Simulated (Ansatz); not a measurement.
```yaml
crystal:
  periodic: [false, false, false]
  atoms:
    - {symbol: C, position_ang: [-0.452423, 1.952472, -2.483116]}
    - {symbol: O, position_ang: [-0.667633, 0.903031, -1.603366]}
    - {symbol: Hf, position_ang: [-0.681426, -0.497101, -0.294758]}
    - {symbol: C, position_ang: [-2.186190, 0.308727, 1.168740]}
    - {symbol: N, position_ang: [-1.631799, -2.092645, -1.147594]}
    - {symbol: C, position_ang: [0.559765, -2.010895, 1.393077]}
    - {symbol: C, position_ang: [1.239724, -2.135104, 0.163443]}
    - {symbol: C, position_ang: [1.793953, -0.880357, -0.153327]}
    - {symbol: C, position_ang: [1.464158, 0.040940, 0.880524]}
    - {symbol: Si, position_ang: [1.978203, 1.821836, 0.960597]}
    - {symbol: C, position_ang: [0.694291, -0.681356, 1.833209]}
    - {symbol: H, position_ang: [0.584788, 2.303189, -2.430678]}
    - {symbol: H, position_ang: [-0.657000, 1.640604, -3.513450]}
    - {symbol: H, position_ang: [-1.110191, 2.795122, -2.243245]}
    - {symbol: H, position_ang: [-3.105868, 0.555253, 0.623394]}
    - {symbol: H, position_ang: [-2.459431, -0.399537, 1.957560]}
    - {symbol: H, position_ang: [-1.844076, 1.229206, 1.656471]}
    - {symbol: H, position_ang: [-2.301773, -1.981220, -1.897210]}
    - {symbol: H, position_ang: [-1.539124, -3.076886, -0.949049]}
    - {symbol: H, position_ang: [0.008308, -2.792174, 1.896876]}
    - {symbol: H, position_ang: [1.305341, -3.026749, -0.442519]}
    - {symbol: H, position_ang: [2.365412, -0.647783, -1.041530]}
    - {symbol: H, position_ang: [0.844412, 2.678956, 1.396915]}
    - {symbol: H, position_ang: [3.099161, 2.012538, 1.919599]}
    - {symbol: H, position_ang: [2.430849, 2.252897, -0.388346]}
    - {symbol: H, position_ang: [0.268578, -0.272955, 2.737772]}
basis:
  gaussian: {orbitals: def2-TZVPP}
hamiltonian: {xc: {name: wB97M-V}, dispersion: d4}
scf: {lower_state_search: off}
output: {forces: true}
```

```sh
$ ansatz run in.yaml --threads 4 --pin off --events-out ev --progress --plain --max-ram 66560MiB --backend cuda --devices 0, --max-vram 37GiB
```

Task: How does Ansatz answer? (Estimate.)

Result: The calculation gave: The program refused the input.
```
Error: invalid value for `hamiltonian.dispersion`: no damping is tabulated for this functional; type it, or the functional that lends it
```
